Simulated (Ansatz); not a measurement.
Relaxation of Cl$_{2}$H$_{2}$OSi (6 atoms, charge 0, multiplicity 1), to a largest force component of 0.03 eV/Å in at most 50 steps.

All numbers below come from RKS PBE0/6-31G* (Ansatz).

```xyz
6
Properties=species:S:1:pos:R:3
Si -0.063 0.227 0.165
H -1.071 -0.754 0.476
O 0.751 -0.675 -0.945
H 0.165 -1.447 -0.866
Cl -0.853 1.935 -0.616
Cl 1.072 0.715 1.786
```

Question: Where does it end, and by what steps?

Answer: The forces met the threshold. The force dipped under the threshold on the way, but the program's further checks kept it going. After 37 steps the energy has fallen by 0.426 eV; H4 moved furthest, 1.11 Å.

```
step  energy less start (eV)  largest force component (eV/Å)  accepted
   0                  0.0000                           0.997       yes
   2                 -0.2686                           0.883       yes
   4                 -0.2969                           1.249        no
   6                 -0.3239                           0.016       yes
   8                 -0.3242                           0.012       yes
  10                 -0.3256                           0.064       yes
  12                 -0.3430                           0.102       yes
  14                 -0.3484                           0.066       yes
  16                 -0.3518                           0.118       yes
  18                 -0.3576                           0.093       yes
  20                 -0.3621                           0.138       yes
  22                 -0.3646                           0.102       yes
  24                 -0.3656                           0.309       yes
  26                 -0.3700                           0.160       yes
  28                 -0.3326                           2.215        no
  30                 -0.3993                           0.214       yes
  32                 -0.4252                           0.031       yes
  34                 -0.4255                           0.026       yes
  36                 -0.4178                           0.628        no
  37                 -0.4264                           0.003       yes
```

```xyz
6
Properties=species:S:1:pos:R:3
Si -0.276 0.090 0.240
H -1.544 -0.369 0.822
O 0.236 -1.076 -0.785
H 1.060 -0.937 -1.268
Cl -0.567 1.869 -0.742
Cl 1.092 0.424 1.733
```

The run took 48 s on 2 threads of Intel(R) Xeon(R) Platinum 8488C (Sapphire Rapids), with other jobs on the host, peak memory 0.17 GiB.
